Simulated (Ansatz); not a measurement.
Coupled-cluster diagnostics for the cluster Hf₃Si₂, Ansatz.

Geometry of the singlet (PBE-D4/def2-SVP):

```xyz
5

Hf   -1.297    1.096    1.177
Hf   -1.756   -0.631   -0.888
Hf    0.445    1.080   -1.002
Si    0.296   -1.030    0.795
Si    2.312   -0.515   -0.083
```

In the def2 sets Hf takes a core potential; there is no spin–orbit coupling. Correlated methods freeze 10 core orbitals; core or outer-core shells of Hf are correlated, in sets that lack core-valence functions. No other spin state of charge 0 was run. Another isomer (triplet) lies 2.57 eV lower at PBE0-D4/def2-TZVP; other spin states weren't run for this one.

(1) Estimate the CCSD(T) correlation energy, the shares of MP2 and (T), T1 and the reference's ⟨S²⟩ for: charge 0, singlet, own geometry in def2-TZVP; and the rough time on 4 threads of Arm Neoverse V2 on a shared host.

## Answers

(1) 
| state | basis | correlation (eV) | MP2 share (%) | (T) share (%) | T1 | ⟨S²⟩ (pure) | wall time | remarks |
| --- | --- | --- | --- | --- | --- | --- | --- | --- |
| charge 0, singlet, own geometry | def2-TZVP | -33.548 | 99.2 | 9.1 | 0.067 | 0.00 (0.00) | 2.7 min | large T1 (0.067), restricted SCF unstable |
Customary marks for T1 are 0.02 (closed shells), 0.045 (open shells) and about 0.05 (3d metals). T1 exceeds 0.02 in 1 of 1 rows and 0.045 in 1; the higher it lies, the less the single-reference result can be trusted.
